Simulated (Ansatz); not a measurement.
Cost and result up the ladder for Au₂Br (the lowest doublet isomer of a short search) (3 atoms). The state is a doublet with charge 0. Geometry: PBE-D4/def2-TZVP.

Cartesian coordinates in Å:
```
Au -0.276 -0.014 -0.270
Au 1.749 -1.417 -0.925
Br -1.472 1.431 1.195
```

Ansatz on 4 threads of Arm Neoverse V2 on a shared host. Times are rough, and most runs start from the orbitals of an earlier one. PBE0-D4/def2-TZVPD serves as the yardstick here, not as an exact answer. Differences are given only for rows in sets of like size (and for xTB, whose basis is part of the method), since another set adds its own error. Binding counts from free atoms at the same level (Au doublet, Br doublet; other spins of the atoms weren't run), without zero-point energy or a counterpoise term.

In the def2 sets Au takes a core potential; there is no spin–orbit coupling. HSE06 is defined as in plane-wave codes, on full-range PBE exchange. Correlated methods freeze 9 core orbitals; core or outer-core shells of Au, Br are correlated, in sets that lack core-valence functions. The rows differ in basis, and correlated rows in double-zeta sets carry the largest basis error. In CCSD on the charge 0 doublet the largest single amplitude is 0.27, so its Hartree–Fock determinant may place the open shell otherwise than the density functionals do. The structure comes from a short search, and lower isomers may exist.

Correlated methods converge slowly with the basis, most of all in double-zeta sets.

| level | functions | wall time | binding energy per atom (eV) | difference from PBE0-D4/def2-TZVPD (eV) |
| --- | --- | --- | --- | --- |
| HF/def2-TZVP | 128 | 2 s | 0.55 | -0.72 |
| PBE0-D4/def2-SVP | 96 | 2.6 s | 1.21 | – |
| MP2/def2-TZVP | 128 | 2.6 s | 1.23 | -0.04 |
| PBE-D4/def2-TZVP | 128 | 2.9 s | 1.43 | 0.16 |
| BLYP-D4/def2-TZVP | 128 | 3.1 s | 1.32 | 0.05 |
| PBE-D4/def2-TZVPD | 143 | 3.4 s | 1.44 | 0.17 |
| HSE06-D4/def2-TZVP | 128 | 4.2 s | 1.26 | -0.01 |
| RPA@PBE/def2-TZVP | 128 | 4.6 s | 1.11 | -0.16 |
| PBE0-D4/def2-TZVPD | 143 | 5 s | 1.27 | 0.00 |
| r2SCAN-D4/def2-TZVP | 128 | 6.5 s | 1.42 | 0.16 |
| r2SCAN-D4/def2-TZVPD | 143 | 8 s | 1.44 | 0.17 |
| r2SCANh-D4/def2-TZVP | 128 | 8.5 s | 1.35 | 0.08 |
| PBE0-D4/def2-TZVP (with forces) | 128 | 9.5 s | 1.25 | -0.01 |
| CCSD(T)/def2-SVP | 96 | 23 s | 1.07 | – |
